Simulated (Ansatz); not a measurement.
Compare A (`C#C[O][SnH2][NH2]`) with its isomer B (`[CH3][SnH2][N]=C=O`).

Gas-phase electronic energies from Ansatz, PBE0-D4/def2-TZVP geometries. CCSD(T)/CBS adds triple-zeta CCSD(T) − MP2 to the extrapolated MP2 energy (def2 sets, frozen cores). Functionals use def2-TZVPP. B3LYP here is the variant with VWN-RPA as its local correlation; programs differ in this. def2 core potentials past Kr. For Sn outer-core shells are correlated without core-valence functions, which leaves a few kJ/mol of doubt a bond. One conformer a species, not always the lowest.

A:

```xyz
10

C     1.442    2.101   -0.109
C     1.167    1.144    0.569
O     0.859    0.121    1.276
Sn   -0.854   -0.832    0.733
N    -0.768   -1.246   -1.219
H     1.724    2.957   -0.670
H    -0.773   -2.241    1.668
H    -2.076    0.304    1.031
H    -0.030   -1.887   -1.478
H    -0.692   -0.423   -1.802
```

B:

```xyz
10

C     1.484    0.778   -0.728
Sn    0.031   -0.733   -0.389
N    -1.427    0.210    0.664
C    -2.184    0.021    1.574
O    -2.944   -0.098    2.455
H     1.870    1.129    0.228
H     1.018    1.610   -1.255
H     2.307    0.388   -1.328
H    -0.733   -1.284   -1.810
H     0.577   -2.021    0.589
```

(1) Which is lower in electronic energy at CCSD(T)/CBS, and by how much? (An estimate is asked.)

(2) Give E(B) − E(A) in kcal/mol with CCSD/def2-TZVPP, B3LYP-D4, B3LYP, HF/def2-TZVPP, r2SCAN-D4, ωB97M-V, MP2/def2-TZVPP. (Estimate.)

Largest T1 diagnostic: 0.015.

Results:

(1) Computed: B, by 51.4 kcal/mol.

(2) The calculation gave: CCSD/def2-TZVPP -53.9, B3LYP-D4 -54.8, B3LYP -55.2, HF/def2-TZVPP -57.4, r2SCAN-D4 -57.2, ωB97M-V -53.8, MP2/def2-TZVPP -55.3. None reverses the order clearly.

In def2-TZVPP, CCSD(T) changes the Hartree–Fock value by +3.1 kcal/mol (the triples alone add −0.3 kcal/mol) and MP2 by +2.1 kcal/mol.
